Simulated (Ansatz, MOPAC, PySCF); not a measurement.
Pair of molecules: CH4 (SMILES C) (first 5 atoms) with CH2O (SMILES C=O); geometry from B3LYP-D3(BJ)/def2-TZVP.
(charge 0, multiplicity 1):
```xyz
9

C     -0.02331    -0.00316     0.11219
H     -0.92380    -0.61667     0.13499
H      0.61089    -0.24875     0.96280
H      0.51752    -0.19592    -0.81339
H     -0.30089     1.05004     0.15171
C     -0.25732     0.06782     3.78621
O      0.84739    -0.35211     3.58121
H     -0.64738     0.21162     4.81218
H     -0.94453     0.33379     2.96079
```

Counterpoise-corrected where a basis set is named; no monomer relaxation.

Rows in 6-31G* carry no dispersion term and start afresh at each structure (6-31G* with six Cartesian d functions). The state reached by PM7 isn't checked; PM7 holds dispersion and hydrogen-bond terms.

Codes used: Ansatz (an electronic-structure program); MOPAC for PM7 (differences of heats of formation); PySCF for 6-31G* rows, the dispersion terms. 

One of these levels gives -0.04 kcal/mol for the interaction energy. Which?
A) BHLYP-D4/def2-TZVPPD
B) B3LYP/6-31G*
C) PM7

B, B3LYP/6-31G*. The others give -0.67 (PM7), -1.05 (BHLYP-D4/def2-TZVPPD)
